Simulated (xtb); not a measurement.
C2H5O (SMILES [CH2]CO), doublet, at a GFN2-xTB geometry; GFN2-xTB (xtb 6.7.1).

xtb was given this input:
```
$ xtb mol.xyz --gfn 2 --uhf 1 --opt --json

# file mol.xyz
8

C      1.23502532     0.24455616     0.01838295
C     -0.02845231    -0.48036327     0.20825019
O     -1.17010918     0.18511102    -0.27092783
H      1.25698436     1.18291950    -0.49910586
H      2.15143949    -0.18706696     0.36554836
H     -0.01490920    -1.44991849    -0.31657984
H     -0.16026187    -0.72702926     1.28348887
H     -1.11181731     1.11504965    -0.02572778
```

**Question.** Write the output that xtb gives for this input, abridged.

**Answer.** 
```
   ID    Z sym.   atoms
    1    6 C      1, 2
    2    8 O      3
    3    1 H      4-8

           -------------------------------------------------
          |                Calculation Setup                |
           -------------------------------------------------

           -------------------------------------------------
          |                 G F N 2 - x T B                 |
           -------------------------------------------------

          ...................................................
          :                      SETUP                      :
          :.................................................:
          :  # basis functions                  17          :
          :  # atomic orbitals                  17          :
          :  # shells                           11          :
          :  # electrons                        19          :
          :  max. iterations                   250          :
          :  Hamiltonian                  GFN2-xTB          :
          :  restarted?                      false          :
          :  GBSA solvation                  false          :
          :  PC potential                    false          :
          :  electronic temp.          300.0000000     K    :
          :  accuracy                    1.0000000          :
          :  -> integral cutoff          0.2500000E+02      :
          :  -> integral neglect         0.1000000E-07      :
          :  -> SCF convergence          0.1000000E-05 Eh   :
          :  -> wf. convergence          0.1000000E-03 e    :
          :  Broyden damping             0.4000000          :
          :  net charge                          0          :
          :  unpaired electrons                  1          :
          ...................................................

 iter      E             dE          RMSdq      gap      omega  full diag
   1    -10.8891734 -0.108892E+02  0.413E+00   10.33       0.0  T
   2    -10.9047124 -0.155390E-01  0.227E+00   10.29       1.0  T
   3    -10.9050465 -0.334107E-03  0.772E-01   10.37       1.0  T
   4    -10.9053288 -0.282287E-03  0.143E-01   10.19       1.0  T
   5    -10.9053545 -0.257445E-04  0.695E-02   10.22       1.0  T
   6    -10.9053557 -0.118669E-05  0.102E-02   10.22       3.5  T
   7    -10.9053558 -0.552853E-07  0.294E-03   10.22      12.0  T
   8    -10.9053558 -0.909376E-08  0.112E-03   10.22      31.4  T
   9    -10.9053558 -0.714133E-09  0.188E-04   10.22     188.1  T
  10    -10.9053558 -0.188987E-10  0.405E-05   10.22     872.9  T

   *** convergence criteria satisfied after 10 iterations ***

         :::::::::::::::::::::::::::::::::::::::::::::::::::::
         ::                     SUMMARY                     ::
         :::::::::::::::::::::::::::::::::::::::::::::::::::::
         :: total energy             -10.793282401187 Eh    ::
         :: gradient norm              0.000051710274 Eh/a0 ::
         :: HOMO-LUMO gap             10.223416000214 eV    ::
         ::.................................................::
         :: SCC energy               -10.905355453904 Eh    ::
         :: -> isotropic ES            0.025900355831 Eh    ::
         :: -> anisotropic ES          0.002183943451 Eh    ::
         :: -> anisotropic XC          0.003227863967 Eh    ::
         :: -> dispersion             -0.002416118832 Eh    ::
         :: repulsion energy           0.112073052717 Eh    ::
         :: add. restraining           0.000000000000 Eh    ::
         :: total charge              -0.000000000000 e     ::
         :::::::::::::::::::::::::::::::::::::::::::::::::::::

      -----------------------------------------------------------
     |                   =====================                   |
     |                        A N C O P T                        |
     |                   =====================                   |
     |               Approximate Normal Coordinate               |
[...]
 * total energy  :   -10.7932824 Eh     change       -0.5185186E-11 Eh
   *** GEOMETRY OPTIMIZATION CONVERGED AFTER 1 ITERATIONS ***
         :: total energy             -10.793282401192 Eh    ::
[...]

         #    Occupation            Energy/Eh            Energy/eV
      -------------------------------------------------------------
         1        2.0000           -0.6904974             -18.7894
         2        2.0000           -0.6267509             -17.0548
         3        2.0000           -0.5915957             -16.0981
         4        2.0000           -0.5488916             -14.9361
         5        2.0000           -0.5317444             -14.4695
         6        2.0000           -0.5150478             -14.0152
         7        2.0000           -0.4678673             -12.7313
         8        2.0000           -0.4593357             -12.4992
         9        2.0000           -0.4190547             -11.4031
        10        1.0000           -0.3164598              -8.6113 (HOMO)
        11                          0.0592440               1.6121 (LUMO)
        12                          0.1153410               3.1386
        13                          0.1434409               3.9032
        14                          0.1609473               4.3796
        15                          0.2022470               5.5034
        16                          0.2874418               7.8217
        17                          0.3461025               9.4179
      -------------------------------------------------------------
                  HL-Gap            0.3757038 Eh           10.2234 eV
             Fermi-level           -0.2481826 Eh           -6.7534 eV

     #   Z          covCN         q      C6AA      α(0)
     1   6 C        2.832    -0.138    31.537     9.203
     2   6 C        3.673     0.093    19.263     6.290
     3   8 O        1.656    -0.439    21.629     6.278
     4   1 H        0.926     0.046     2.367     2.406
     5   1 H        0.926     0.039     2.466     2.456
     6   1 H        0.923     0.068     2.108     2.271
     7   1 H        0.921     0.041     2.435     2.441
     8   1 H        0.805     0.291     0.749     1.359

 Mol. C6AA /au·bohr⁶  :        465.620652
 Mol. C8AA /au·bohr⁸  :       9743.289257
 Mol. α(0) /au        :         32.702873

Wiberg/Mayer (AO) data.
largest (>0.10) Wiberg bond orders for each atom

 ---------------------------------------------------------------------------
     #   Z sym  total        # sym  WBO       # sym  WBO       # sym  WBO
 ---------------------------------------------------------------------------
     1   6 C    3.211 --     2 C    1.109     5 H    0.984     4 H    0.982
     2   6 C    3.960 --     1 C    1.109     3 O    1.001     6 H    0.923
                             7 H    0.922
     3   8 O    1.966 --     2 C    1.001     8 H    0.899
     4   1 H    0.998 --     1 C    0.982
     5   1 H    0.999 --     1 C    0.984
     6   1 H    0.993 --     2 C    0.923
     7   1 H    0.996 --     2 C    0.922
     8   1 H    0.915 --     3 O    0.899
 ---------------------------------------------------------------------------

Topologies differ in total number of bonds
Writing topology from bond orders to xtbtopo.mol

molecular dipole:
                 x           y           z       tot (Debye)
 q only:        0.285       0.158       0.285
   full:        0.400       0.269       0.395       1.583
molecular quadrupole (traceless):
                xx          xy          yy          xz          yz          zz
 q only:       -1.881      -1.321       2.353      -0.757      -0.178      -0.472
  q+dip:       -3.068      -1.340       3.481      -1.402      -0.422      -0.413
   full:       -2.936      -1.652       3.421      -1.236      -0.223      -0.486

optimized geometry written to: xtbopt.xyz

           -------------------------------------------------
          | TOTAL ENERGY              -10.793282401192 Eh   |
          | GRADIENT NORM               0.000051879887 Eh/α |
          | HOMO-LUMO GAP              10.223421054587 eV   |
           -------------------------------------------------

normal termination of xtb
```
